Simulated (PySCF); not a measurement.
H₃Sn, SMILES [SnH3-], charge -1.

Geometry optimised at B3LYP-D3(BJ)/def2-TZVPD. The def2 effective core potentials stand for the cores of Sn; spin–orbit coupling is left out.

Two levels are set side by side: PBE/def2-TZVPD (PySCF) and M06-2X/def2-TZVPD (PySCF). Same geometry, gas phase. Differences are taken from unrounded values.

```
quantity                     M06-2X   PBE  PBE minus M06-2X
---------------------------  ------  ----  ----------------
orbital gap (eV)               5.77  3.16             -2.61
highest occupied level (eV)   -1.28  0.44              1.72
lowest empty level (eV)        4.49  3.61             -0.89
mean polarisability (bohr³)    88.8  95.2               6.4
```

PBE's occupied levels lie high since its potential decays too fast outside the molecule; exact exchange lowers them and widens the gap. Loosely held outer electrons make PBE densities more polarisable. Differences between two approximate levels are no errors against the true value.

Rough cost on one machine, each run with all the roots and properties that it gave: M06-2X against PBE about 3 times.
